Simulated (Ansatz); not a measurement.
Molecule: HgF$_{2}$, charge 0, multiplicity 1. SMILES: [F][Hg][F]
Structure (B3LYP-D3(BJ)/def2-TZVP (Ansatz, an electronic-structure program) minimum search):
```
Hg
F 1 1.9351
F 1 1.9351 2 180.00
```
Charge 0, spin multiplicity 1.

Parts of the frozen-core correlation energy in def2-SVP (Ansatz, hartree). Frozen orbitals: 6; correlated occupied orbitals by spin: 13 and 13; virtual: 41 and 41. Spin-orbit coupling is left out. Past Kr the def2 sets carry scalar-relativistic core potentials.

```csv
term,value
reference (HF),-351.19903
MP2 opposite-spin,-0.45676
MP2 same-spin,-0.20649
CCSD correlation,-0.65362
(T),-0.01182
T1 diagnostic,0.023
largest doubles amplitude,0.055
```
